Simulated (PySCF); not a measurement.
**Y2N2 at several levels of theory**

Computed with PySCF 2.14.0 (density fitting, no spin-orbit coupling) at the geometry relaxed with PBE:

```xyz
4
Y2N2 (singlet)
Y     0.0000    0.0000    1.4970
Y     0.0000    0.0000   -1.4970
N     1.3725    0.0000    0.0000
N    -1.3725    0.0000    0.0000
```

| level | basis | state | HOMO (eV) | gap (eV) | charge on Y1 (e) | dipole about the centre of mass (D) | largest force component (eV/Å) |
| --- | --- | --- | --- | --- | --- | --- | --- |
| PBE | Y def2-SVP with ECP28, N def2-SVP | singlet | -3.42 | 1.16 | 0.40 | 0.00 | 0.01 |
| BP86 | the same | singlet | -3.54 | 1.29 | 0.40 | 0.00 | 0.11 |
| B3LYP | the same | singlet | -4.14 | 2.23 | 0.47 | 0.00 | 0.02 |
| wB97X | the same | singlet | -6.17 | 6.08 | 0.50 | 0.00 | 0.81 |
| TPSS | the same | singlet | -3.26 | 1.26 | 0.47 | 0.00 | 0.22 |
| PBE | Y def2-TZVP with ECP28, N def2-TZVP | singlet | -3.41 | 1.16 | 0.73 | 0.00 | 0.05 |

Charges are Mulliken's, which hang on the basis. The relaxation used the grid (50, 194), these runs (75, 302) or, all-electron (x2c bases, spin-free X2C Hamiltonian), (99, 590).

Problem. What does PBE with Y x2c-SVPall, N x2c-SVPall give here?

Solution. state singlet, HOMO (eV) -3.33, gap (eV) 1.13, charge on Y1 (e) 0.45, dipole about the centre of mass (D) 0.00, largest force component (eV/Å) 0.19. Time: 18 s on 2 threads of Arm Neoverse V1, on a shared host, from free ions and atoms.

In the first row's basis the gap widens with exact exchange: 1.2 to 1.3 eV for PBE, TPSS, BP86 (none); 2.2 eV for B3LYP (a fixed share); 6.1 eV for wB97X (rising or full at long range).
